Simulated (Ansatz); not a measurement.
Input for Ansatz (a first-principles code): R-CCSD(T)/cc-pVTZ on BFH2O (SMILES OBF), a point of a torsion scan.

Ansatz 0.2 input:
```yaml
crystal:
  periodic: [false, false, false]
  atoms:
    - {symbol: O, position_ang: [0.93923428, 0.01662631, -0.37192212]}
    - {symbol: B, position_ang: [-0.37832298, 0.07885981, -0.55226558]}
    - {symbol: F, position_ang: [-0.88892387, 1.24831094, -0.91201095]}
    - {symbol: H, position_ang: [1.36997357, -0.23194994, 0.43665829]}
    - {symbol: H, position_ang: [-1.14648558, -0.79908617, -0.37461071]}
basis:
  gaussian:
    orbitals: cc-pVTZ
magnetization: {spin_polarized: false}
correlation: {method: ccsd_t, electrons: outside_noble_gas}
scf: {lower_state_search: off}
```

Output:

```
WARN ansatz: RAYON_NUM_THREADS=1 ignored (pool sized by the plan → 1); use --threads N
Functional definition: HF
these checks for a lower state are left out or cut short: stability, starts, cluster_reference, orbital_swaps, neighbouring_geometries, increment
integrals: 0.17 GiB planned
709 factors; integrals over basis functions are off by at most 1.3e-3 eV
mean field: 0.20 GiB planned
mean field evaluation 1: about -5448.8506 eV, gradient 3.8e1 eV
mean field evaluation 2: about -5448.8523 eV, gradient 3.8e1 eV
mean field evaluation 4: about -5451.3464 eV, gradient 2.2e0 eV
mean field evaluation 8: about -5451.3645 eV, gradient 7.8e-5 eV
mean field -5451.36450426 eV, -200.3339504640 hartree, gradient 1.8e-6 eV, S^2 0.000000; 0 other end points of the search recorded, 0 dependent functions left out
3 core orbitals not correlated
reference -5451.36450426 eV, -200.3339504640 hartree; 9, 9 occupied and 106, 106 virtual orbitals, 709 factors
second order -16.07866618 eV of doubles, -0.00000000 eV of singles
coupled cluster: 0.58 GiB planned
cycle   1  -15.95765540 eV  change    1.2e-1 eV  update   7.8e-2
cycle   2  -16.27825586 eV  change   -3.2e-1 eV  update   2.2e-2
cycle   3  -16.35527503 eV  change   -7.7e-2 eV  update   1.2e-2
cycle   4  -16.34141244 eV  change    1.4e-2 eV  update   3.0e-3
cycle   5  -16.34006949 eV  change    1.3e-3 eV  update   1.3e-3
cycle   6  -16.34085637 eV  change   -7.9e-4 eV  update   3.8e-4
cycle   7  -16.34065888 eV  change    2.0e-4 eV  update   1.2e-4
cycle   8  -16.34060263 eV  change    5.6e-5 eV  update   4.5e-5
cycle   9  -16.34062140 eV  change   -1.9e-5 eV  update   2.0e-5
cycle  10  -16.34062427 eV  change   -2.9e-6 eV  update   7.2e-6
perturbative correction -0.51338901 eV, -0.0188666980 hartree
Total energy: -5468.21851754 eV, -200.9533240279 hartree
Checks for a lower state left out: stability, starts, cluster_reference, orbital_swaps, neighbouring_geometries, increment
```

The calculation finished and met its thresholds.

Cost: roughly 8 core-seconds.
